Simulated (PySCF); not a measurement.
Match the calculated data to a structure.

All candidates are CH13NOSi4.

| technique | computed result |
| --- | --- |
| Dipole | 0.91 D [PBE0/pcSseg-1] |
| 13C NMR | chemical shifts (computed TMS as zero) by class: 1.7 (1 C) ppm [GIAO PBE0/pcSseg-1] |
| NMR, other nuclei | isotropic shieldings of nuclei other than C and H, by class: 260 (1 N), 298 (1 O), 367 (1 Si), 394 (1 Si), 404 (2 Si) ppm [GIAO PBE0/pcSseg-1] |
| 1H NMR | chemical shifts (computed TMS as zero) by class: 5.24 (1 H), 5.23 (3 H), 4.75 (6 H), 0.27 (3 H) ppm [GIAO PBE0/pcSseg-1] |
| Rotational structure | rotational constants A, B, C: 1.812, 0.786, 0.591 GHz [GFN2-xTB] |

Gas-phase values; electronic properties from PySCF, density fitting. Levels stand in brackets. One conformer (not necessarily the lowest) at the GFN2-xTB geometry, without solvent, vibrations or thermal averaging. NMR classes are plain means over equivalent atoms (diastereotopic ones count apart unless rotation or inversion swaps them), as if these changed places fast.

Problem. Which candidate is it?
A. `C[Si@](O)([SiH2]N)[SiH2][SiH3]`
B. `C[SiH2][Si@](O)([SiH3])[SiH2]N`
C. `C[SiH2]O[Si@@H](N)[SiH2][SiH3]`
D. `C[Si@@H](O[SiH3])N([SiH3])[SiH3]`
E. `C[SiH2][Si@@H](O)N([SiH3])[SiH3]`

Solution. D. It is `C[Si@@H](O[SiH3])N([SiH3])[SiH3]`. Numbering: `[CH3:1][Si@@H:2]([O:3][SiH3:4])[N:5]([SiH3:6])[SiH3:7]`. Its formula, CH13NOSi4, gives 0 degrees of unsaturation, so no ring and no π bond. The one carbon: Si-methyl carbon [C1] (1.7 ppm). Hydrogen classes from least to most shielded: 1 H on an oxygen-bound silicon, Si2 (5.24 ppm), 3 H on an oxygen-bound silicon, Si4 (5.23 ppm), 6 H on 2 SiH3 silicons, Si6/Si7 (4.75 ppm), 3 H on an Si-methyl carbon, C1 (0.27 ppm). The other shieldings belong to: 260 ppm, nitrogen bridging silicon atoms [N5]; 298 ppm, siloxane oxygen [O3]; 367 ppm, oxygen-bound silicon [Si2]; 394 ppm, oxygen-bound silicon [Si4]; 404 ppm, SiH3 silicon [Si6/Si7]. The optimised geometry has point group C1 and is an asymmetric top.

The others, at the same levels:
- `C[SiH2][Si@](O)([SiH3])[SiH2]N` fails: its computed 13C shifts are -9.1 (1 C) ppm, 1H shifts are 5.51 (1 H), 5.21 (1 H), 4.16 (1 H), 3.83 (1 H), 3.58 (3 H), 0.40 (3 H), -0.49 (2 H), -0.81 (1 H) ppm and rotational constant A is 1.056 GHz (against 1.812 GHz).
- `C[Si@](O)([SiH2]N)[SiH2][SiH3]` fails: its computed 13C shifts are 6.9 (1 C) ppm, 1H shifts are 5.23 (1 H), 5.04 (1 H), 3.52 (1 H), 3.46 (3 H), 3.36 (1 H), 0.52 (1 H), 0.50 (3 H), -0.48 (2 H) ppm and rotational constant A is 1.291 GHz (against 1.812 GHz).
- `C[SiH2][Si@@H](O)N([SiH3])[SiH3]` fails: its computed 13C shifts are -11.0 (1 C) ppm, 1H shifts are 5.70 (1 H), 4.73 (6 H), 4.06 (1 H), 3.76 (1 H), 1.62 (1 H), 0.21 (3 H) ppm and rotational constant A is 1.722 GHz (against 1.812 GHz).
- `C[SiH2]O[Si@@H](N)[SiH2][SiH3]` fails: its computed 1H shifts are 6.05 (1 H), 5.33 (1 H), 5.22 (1 H), 3.66 (3 H), 3.22 (1 H), 3.22 (1 H), 0.43 (2 H), 0.32 (3 H) ppm, rotational constant A is 1.438 GHz (against 1.812 GHz) and smallest rotational constant is 0.552 GHz (against 0.591 GHz).

Each candidate is one conformer, not necessarily the lowest. Dipoles, sizes and rotational constants follow the conformer. The torsions of the flexible species, by atom-mapped SMILES:
- `[CH3:1][Si@@H:2]([O:3][SiH3:4])[N:5]([SiH3:6])[SiH3:7]`: C1–Si2–O3–Si4 7°, C1–Si2–N5–Si6 51°
- `[CH3:1][SiH2:2][Si@:3]([OH:4])([SiH3:5])[SiH2:6][NH2:7]`: C1–Si2–Si3–O4 -67°, Si2–Si3–Si6–N7 64°, H–O4–Si3–Si2 -64°, H–N7–Si6–Si3 -52°, H–N7–Si6–Si3 172°
- `[CH3:1][Si@:2]([OH:3])([SiH2:4][NH2:5])[SiH2:6][SiH3:7]`: C1–Si2–Si4–N5 -86°, C1–Si2–Si6–Si7 72°, H–O3–Si2–C1 56°, H–N5–Si4–Si2 53°, H–N5–Si4–Si2 -171°
- `[CH3:1][SiH2:2][Si@@H:3]([OH:4])[N:5]([SiH3:6])[SiH3:7]`: C1–Si2–Si3–O4 64°, Si2–Si3–N5–Si6 88°, H–O4–Si3–Si2 169°
- `[CH3:1][SiH2:2][O:3][Si@@H:4]([NH2:5])[SiH2:6][SiH3:7]`: C1–Si2–O3–Si4 52°, Si2–O3–Si4–N5 -36°, O3–Si4–Si6–Si7 -2°, H–N5–Si4–O3 -44°, H–N5–Si4–O3 177°
